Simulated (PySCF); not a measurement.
C2H7BeNSe, SMILES [N](C)([Be][SeH])C. Geometry optimised at ωB97X-D3(BJ)/def2-SVP. The structure was generated by enumeration; whether it is a known compound was not checked. Other conformers were not sampled.

Task: Give the equilibrium geometry at ωB97X-D3(BJ)/def2-SVP (PySCF confirms it by a frequency run) as Cartesian coordinates in Å, and its point group. (The exact figures need the calculation; the answer reports its results.)

Result: This is not unique; one that fits is point group Cs.
```xyz
12

Be    -0.2790    -0.0057     0.0000
N     -1.7811    -0.0022     0.0000
C     -2.5822     0.0025    -1.2099
C     -2.5822     0.0025     1.2099
H     -3.2431    -0.8847    -1.2651
H     -3.2295     0.8995    -1.2678
H     -1.9404    -0.0040    -2.1059
H     -3.2295     0.8995     1.2678
H     -3.2431    -0.8847     1.2651
H     -1.9404    -0.0040     2.1059
Se     1.7518    -0.0422     0.0000
H      1.8355     1.4236     0.0000
```
